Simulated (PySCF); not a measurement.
# Hartree-Fock beside MP2: B2FH3O

These are calculations, not measurements. The program is PySCF 2.14.0, an open-source quantum chemistry code, run on an isolated molecule that a program drew, which may never have been made. The molecule is B2FH3O (charge 0, singlet), drawn as the SMILES string `BB(O)F`.

The geometry was optimised and harmonic frequencies were computed with HF and MP2, all in the cc-pVDZ basis, for the commonest isotopes, with a restricted reference for singlets and an unrestricted one otherwise, and a frozen core in MP2. Each result is a local minimum of its method.

Geometry at the HF minimum:
```xyz
7
B2FH3O, angstrom
B    -0.8607   -0.3753   -0.5482
B     0.7380   -0.6088    0.0270
O     1.1191   -1.2792    1.1311
F     1.7400   -0.0742   -0.6834
H    -1.3750   -1.1488   -1.3097
H    -1.5176    0.5730   -0.2139
H     0.4135   -1.6563    1.6322
```

Lengths of the bonds as drawn, in Å (atoms numbered as above):
```
 bond     HF    MP2
B1-B2  1.715  1.714
B2-O3  1.347  1.365
B2-F4  1.340  1.355
B1-H5  1.201  1.208
B1-H6  1.201  1.208
O3-H7  0.944  0.966
```

Rotational constants, in GHz:
```
constant     HF    MP2
       A  9.992  9.773
       B  7.926  7.867
       C  4.589  4.524
```

Harmonic frequencies in cm^-1, each column in rising order, so a row needn't be the same motion in every method:
| rank | HF | MP2 |
|---|---|---|
| 1 | 146 | 124 |
| 2 | 247 | 223 |
| 3 | 413 | 391 |
| 4 | 480 | 458 |
| 5 | 571 | ? |
| 6 | 748 | 725 |
| 7 | 856 | 814 |
| 8 | 991 | 955 |
| 9 | 1052 | 1002 |
| 10 | 1255 | 1202 |
| 11 | 1382 | 1332 |
| 12 | 1432 | 1378 |
| 13 | 2675 | 2629 |
| 14 | 2739 | 2703 |
| 15 | 4189 | 3892 |

**Estimate the missing MP2 frequency from the HF column.**

A single factor s that minimises the squared misfit of MP2 against s times HF over the other rows is sum(HF x MP2) / sum(HF^2) = 0.9556, with an rms misfit of 43 cm^-1. For rank 5 it gives 0.9556 x 571 = 546 cm^-1. The calculation gives 567 cm^-1, 21 cm^-1 above the estimate. The drawn bonds are on average 1.0 % longer in MP2 than in HF.
